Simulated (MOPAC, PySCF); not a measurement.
C$_{10}$H$_{8}$BF, SMILES `Bc1c(F)cc2cccccc1-2`, neutral singlet in the gas phase. 

Z-matrix (Å, degrees):
```
C
C 1 1.3907
H 2 1.0932 1 114.83
C 2 1.4026 3 115.92 1 179.99
C 4 1.3940 2 129.16 3 180.00
H 4 1.0940 5 115.56 2 179.99
H 5 1.0943 4 115.55 6 0.00
C 5 1.4029 7 115.38 4 180.00
C 8 1.3926 5 128.78 7 -179.99
H 8 1.0939 9 115.63 5 -179.99
H 9 1.0950 8 115.84 10 0.00
C 9 1.4011 11 115.08 8 180.00
C 12 1.4119 9 124.98 11 0.00
H 13 1.0882 12 126.63 9 -0.01
C 13 1.3941 14 126.45 12 -179.99
F 15 1.3233 13 123.23 14 0.00
C 15 1.4225 16 123.51 13 -179.98
B 17 1.5132 15 126.69 16 0.01
H 18 1.2058 17 120.55 15 0.00
H 18 1.2088 19 118.50 17 180.00
```
Charge 0, spin multiplicity 1.

All levels are single points at this geometry (B3LYP-D3(BJ)/def2-SVP); Pople sets use spherical d functions. Orbital energies aren't observables, and empty levels follow the basis.

```tsv
level	HOMO (eV)	LUMO (eV)	gap (eV)	dipole (D)	vertical IE, Delta-SCF (eV)
TPSSh-D3(BJ)/def2-TZVP in PySCF	-5.92	-2.76	3.16	4.54	7.86
B3LYP/6-31G* in PySCF	-5.92	-2.20	3.72	4.54	7.69
BP86/6-31G* in PySCF	-5.43	-2.93	2.50	4.35	–
HF/6-31G* in PySCF	-7.68	1.17	8.85	5.21	–
HF/STO-3G in PySCF	-5.66	3.84	9.50	4.42	–
PM3 in MOPAC	-8.78	-1.73	7.05	5.75	–
```
